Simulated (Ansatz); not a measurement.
A nudged elastic band was laid between two geometries of F3H3HfOSi + H4Si (14 atoms, charge 0, multiplicity 1).

The calculation used RKS PBE/def2-SVP (Ansatz).

| Property | Result |
| --- | --- |
| movable images | 9 |
| climbing image | yes |
| spring | 5.0 eV/Å² |
| optimiser | quadratic models (default) |
| start path | through a guess of the saddle point |
| force threshold | 0.05 eV/Å |
| iteration limit | 60 |
| end points | relaxed |

Image 0:

```xyz
14
Properties=species:S:1:pos:R:3
Hf -0.135 0.131 0.160
O -1.006 0.052 1.898
Si -1.717 -0.047 3.421
H -2.992 -0.837 3.327
H -0.770 -0.732 4.367
H -2.016 1.337 3.924
F 1.665 0.809 0.276
F -1.116 1.425 -0.862
F -0.281 -1.526 -0.825
Si 1.920 -2.841 1.073
H 0.984 -3.991 0.859
H 2.615 -2.463 -0.200
H 2.924 -3.163 2.141
H 1.115 -1.662 1.574
```

Image 10:

```xyz
14
Properties=species:S:1:pos:R:3
Hf 0.302 -0.249 0.057
O 0.088 -0.297 2.375
Si -1.417 -0.172 3.258
H -2.307 -1.318 2.904
H -0.993 -0.259 4.694
H -2.023 1.158 2.963
F 1.587 1.154 0.338
F -1.605 -0.072 0.425
F 0.275 -0.495 -1.844
Si 1.443 -2.703 0.632
H 0.374 -3.761 0.820
H 2.434 -3.257 -0.364
H 2.172 -2.660 1.968
H 0.859 -0.574 2.909
```

(1) Which bonds break or form, and what moves?

(2) What energy profile does the band end with?

(3) What is the geometry of the highest image?

(4) What are the harmonic wavenumbers there?

The band took 31 iterations and roughly 40 core-minutes.

Answers

(1) Bonds broken: Si10–H14. Bonds formed: Hf1–Si10, O2–H14. F3H3HfOSi + H4Si becomes F3H7HfOSi2.

(2) It converged. The highest image is number 5 of 0 to 10, 1.61 eV above the first end and 0.42 eV above the last; the last end lies 1.19 eV above the first. A vibrational analysis at the climbing image gives one clearly imaginary mode, 763i cm⁻¹: a first-order saddle point. The orbitals stay closed-shell, which can raise the energy where a bond breaks towards radicals; this wasn't checked here.

```tsv
image	path coordinate (Å)	energy (eV)	Si10–H14 (Å)	Hf1–Si10 (Å)	O2–H14 (Å)
0	0.00	0.00	1.51	3.73	2.75
1	0.65	0.01	1.51	3.77	2.67
2	1.30	0.07	1.51	3.69	2.43
3	1.95	0.25	1.51	3.48	2.16
4	2.60	0.75	1.56	3.19	1.79
5	3.25	1.61	1.95	2.96	1.17
6	3.93	1.40	2.33	2.85	1.00
7	4.61	1.23	2.51	2.80	0.99
8	5.29	1.18	2.64	2.79	0.99
9	5.98	1.18	2.82	2.77	0.98
10	6.66	1.19	3.17	2.77	0.98
```

(3) 
```xyz
14
Properties=species:S:1:pos:R:3:forces:R:3
Hf 0.130 -0.244 0.025 0.00 0.01 0.00
O -0.267 -0.361 2.128 0.00 0.00 0.00
Si -1.341 -0.055 3.432 0.00 0.00 0.00
H -2.593 -0.857 3.244 0.00 0.00 0.00
H -0.643 -0.462 4.695 0.00 0.00 0.00
H -1.641 1.412 3.430 0.00 0.00 0.00
F 1.441 1.136 -0.183 0.00 0.00 0.00
F -1.654 0.442 -0.201 0.00 0.00 0.00
F 0.191 -1.388 -1.519 0.00 0.00 0.00
Si 1.528 -2.638 1.059 0.00 -0.01 0.00
H 0.842 -3.857 0.504 0.00 0.00 0.00
H 2.719 -2.324 0.182 0.00 0.00 0.00
H 2.088 -2.998 2.416 0.00 0.00 0.00
H 0.389 -1.313 1.921 0.00 0.01 0.00
```

(4) 763i, 15, 40, 53, 65, 124, 128, 146, 162, 170, 181, 201, 287, 300, 370, 436, 634, 644, 654, 684, 693, 802, 834, 863, 898, 903, 907, 915, 959, 1572, 2121, 2134, 2164, 2190, 2203, 2211 cm⁻¹.

Run time: 11 min on 4 threads of Arm Neoverse V2, with other jobs on the host, peak memory 0.26 GiB.
